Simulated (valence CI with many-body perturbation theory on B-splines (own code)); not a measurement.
## Ce XX: M1 decay

Level of theory: valence CI with perturbative core correlation (CI+MBPT): three valence electrons over a frozen Dirac-Fock core [Kr], a basis of 9 s, 9 p, 10 d, 8 f, 5 g, 3 h, 1 i functions for each j, with the one-electron correlation potential Σ1, the two-electron term Σ2, the three-electron term Σ3, Breit, model QED; selected CI, second order for the rest (own B-spline code, finite nucleus).

No measured spectrum was set against this ion. As an estimate, terms of the open shell hold to 2 to 4 % of their energy, and close levels can change places. Only levels of the ground parity were solved; by the run's estimate the other parity begins above the list, which can be wrong where configurations are misplaced.

Lines 1 to 50 of 70 in falling wavelength, among levels below 20.742 eV, chosen from the decays that carry over 1 % of a level's rate. Wavelengths and rates use the calculated energies, so an error of 2000 cm⁻¹ moves a line at 5606 Å by 11 % and its rate by three times that or more. Weak lines are less certain than strong ones. Lines between different terms over intervals too small for the method are left out, as are lines whose strength nearly cancels. The highest levels of a list are the least certain.

Names give the largest LS component (configuration and term), which can be under half, so a name can repeat, a term be missing and a line seem to break the LS rules; names also repeat where a configuration has a term twice. Letters in brackets count levels of one name in rising energy.

```csv
λ vac (Å),Upper,Lower,Type,A (s⁻¹),Branch %
15070,4d3 4P_1/2,4d3 4P_3/2,M1,7.80e+00,6.7
15020,4d3 4F_9/2,4d3 4F_7/2,M1,4.34e+00,100.0
7202,4d3 4F_7/2,4d3 4F_5/2,M1,8.21e+01,100.0
6133,4d3 2D_5/2 [a],4d3 2D_3/2 [a],M1,3.46e+01,4.1
5606,4d3 4P_3/2,4d3 4F_5/2,M1,3.02e+01,7.3
5352,4d3 2G_9/2,4d3 2H_11/2,M1,2.50e+01,1.6
5121,4d3 2H_11/2,4d3 2H_9/2,M1,4.86e+01,16.2
4745,4d3 4F_5/2,4d3 4F_3/2,M1,3.26e+02,100.0
4673,4d3 2P_3/2,4d3 2D_5/2 [a],M1,2.54e+01,1.4
4080,4d3 2F_5/2,4d3 2D_3/2 [a],M1,8.22e+00,1.4
3786,4d3 2H_9/2,4d3 4F_9/2,M1,3.21e+02,53.2
3755,4d3 2D_5/2 [a],4d3 4P_5/2,M1,1.64e+01,1.9
3403,4d3 4P_5/2,4d3 4P_3/2,M1,2.32e+02,74.8
3350,4d3 2G_7/2,4d3 4F_7/2,M1,2.22e+02,21.6
3320,4d3 2D_5/2 [a],4d3 2G_7/2,M1,1.99e+01,2.4
3024,4d3 2H_9/2,4d3 4F_7/2,M1,2.82e+02,46.8
3023,4d3 2D_3/2 [a],4d3 4P_1/2,M1,1.63e+02,8.7
3019,4d3 2P_3/2,4d3 2P_1/2,M1,2.72e+02,14.7
2999,4d3 4P_5/2,4d3 4F_7/2,M1,2.24e+01,7.2
2871,4d3 2F_5/2,4d3 4P_5/2,M1,2.10e+02,36.6
2655,4d3 2P_1/2,4d3 4P_1/2,M1,9.10e+02,94.5
2652,4d3 2P_3/2,4d3 2D_3/2 [a],M1,5.14e+02,27.8
2617,4d3 2G_9/2,4d3 2H_9/2,M1,6.64e+02,42.5
2613,4d3 2D_3/2 [b],4d3 2P_3/2,M1,3.87e+01,1.9
2610,4d3 2F_5/2,4d3 2G_7/2,M1,3.99e+01,7.0
2578,4d3 2F_7/2,4d3 4P_5/2,M1,1.32e+01,2.4
2570,4d3 4P_3/2,4d3 4F_3/2,M1,3.82e+02,92.6
2518,4d3 2D_3/2 [a],4d3 4P_3/2,M1,8.95e+02,47.7
2414,4d3 2G_9/2,4d3 2G_7/2,M1,7.56e+02,48.4
2365,4d3 2F_7/2,4d3 2G_7/2,M1,1.18e+02,21.6
2286,4d3 2G_7/2,4d3 4F_5/2,M1,8.05e+02,78.3
2258,4d3 2P_1/2,4d3 4P_3/2,M1,2.14e+01,2.2
2246,4d3 2D_5/2 [b],4d3 2P_3/2,M1,6.01e+01,1.7
2196,4d3 4P_1/2,4d3 4F_3/2,M1,1.08e+02,92.6
2177,4d3 2H_11/2,4d3 4F_9/2,M1,2.50e+02,83.7
2117,4d3 4P_5/2,4d3 4F_5/2,M1,3.68e+01,11.8
2082,4d3 2P_3/2,4d3 4P_5/2,M1,5.56e+02,30.1
1943,4d3 2D_3/2 [b],4d3 2F_5/2,M1,2.65e+02,13.2
1860,4d3 2D_5/2 [b],4d3 2F_7/2,M1,3.74e+02,10.5
1785,4d3 2D_5/2 [a],4d3 4P_3/2,M1,1.43e+02,16.9
1738,4d3 2D_3/2 [a],4d3 4F_5/2,M1,6.34e+02,33.8
1732,4d3 2D_5/2 [b],4d3 2F_5/2,M1,9.62e+02,26.9
1676,4d3 2D_3/2 [b],4d3 2D_5/2 [a],M1,6.64e+02,33.2
1667,4d3 2D_5/2 [a],4d3 4F_7/2,M1,4.94e+02,58.3
1557,4d3 2F_5/2,4d3 4P_3/2,M1,1.24e+02,21.8
1527,4d3 2F_7/2,4d3 4F_9/2,M1,2.48e+02,45.5
1467,4d3 2F_5/2,4d3 4F_7/2,M1,5.36e+01,9.4
1464,4d3 4P_5/2,4d3 4F_3/2,M1,1.87e+01,6.0
1403,4d3 2G_9/2,4d3 4F_7/2,M1,1.06e+02,6.8
1401,4d3 2D_3/2 [b],4d3 2P_1/2,M1,1.25e+02,6.2
```
